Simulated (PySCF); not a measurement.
Isomers of C2H6SSi, one conformer each. Level of theory: core-valence-separated Tamm–Dancoff BHandHLYP/aug-pcX-1 (pcseg-1 on H, def2-SVPD on Si, def2-SVPD on S) in PySCF, non-relativistic, gas phase, PBE0-D3(BJ)/def2-SVP geometry. The energies are unshifted.

P. `C=C[SiH2]S`
Q. `C=CS[SiH3]`

Main lines, eV (oscillator strength):
1. C K: 282.7 (0.056), 283.4 (0.065), 285.8 (0.011), 285.9 (0.039), 286.2 (0.031)
2. C K: 282.1 (0.051), 282.2 (0.067), 285.8 (0.014), 286.1 (0.009), 286.3 (0.008)
Listed: the first five lines at most of each edge with a tenth or more of its strongest line's intensity; roots within 0.03 eV on the same or equivalent atoms are summed. Only the lowest roots were sought, and the top ones are left out.

Question: Which spectrum belongs to which isomer?

Answer: 1 = Q, 2 = P.
- P: first C line listed at 282.1 eV, hole on the alkene CH carbon (1s→π*).
- Q: first C line listed at 282.7 eV, hole on the terminal =CH2 carbon (1s→π*).

Question: What are the ground-state energies of the isomers at BHandHLYP/aug-pcX-1 (pcseg-1 on H, def2-SVPD on Si, def2-SVPD on S), relative to the lowest?

Answer: P 0.0, Q 51.8 kJ/mol (electronic energies on these geometries, no dispersion or zero-point terms).
